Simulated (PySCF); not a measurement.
Isomers of C8H15N. Level of theory: PBE0-D3(BJ)/def2-SVP geometry optimisation, gas phase (PySCF). One conformer each; no zero-point energy, no entropy. No frequencies were run at this level. Point groups hold within 0.08 Å.

Task: Rank from lowest to highest electronic energy at this level (kcal/mol).
A. `[CH2:1]1[CH2:2][CH2:3][C@H:4]2[NH:5][CH2:6][CH2:7][C@H:8]2[CH2:9]1` with C9–C1–C2–C3 -58°, C1–C2–C3–C4 58°, C2–C3–C4–N5 -166°, C3–C4–N5–C6 82° (octahydroindole)
B. `CC(=C=C(C)C)N(C)C`
C. `[CH3:1][NH:2][C@@H:3]1[CH:4]=[CH:5][CH2:6][CH2:7][CH2:8][CH2:9]1` with C1–N2–C3–C4 65°, N2–C3–C4–C5 173°, C4–C5–C6–C7 55°, C5–C6–C7–C8 -72°, C6–C7–C8–C9 65°

Result: A (0.0), C (25.7), B (51.2).

As drawn, the lowest has an N–H bond, which the highest lacks; the highest has cumulated double bonds and a C=C bond outside aromatic rings, which the lowest lacks.

```json
{"SMILES": "C1CC[C@H]2NCC[C@H]2C1", "E (Eh)": "-367.96063", "E rel (kcal/mol)": "0.0", "dipole (D)": "0.96", "point group": "C1", "A, B, C (MHz)": "2792, 1477, 1183"}
{"SMILES": "CN[C@@H]1C=CCCCC1", "E (Eh)": "-367.91965", "E rel (kcal/mol)": "25.7", "dipole (D)": "0.59", "point group": "C1", "A, B, C (MHz)": "2851, 1147, 912.4"}
{"SMILES": "CC(C)=C=C(C)N(C)C", "E (Eh)": "-367.87897", "E rel (kcal/mol)": "51.2", "dipole (D)": "0.66", "point group": "C1", "A, B, C (MHz)": "2569, 897.1, 804.6"}
```
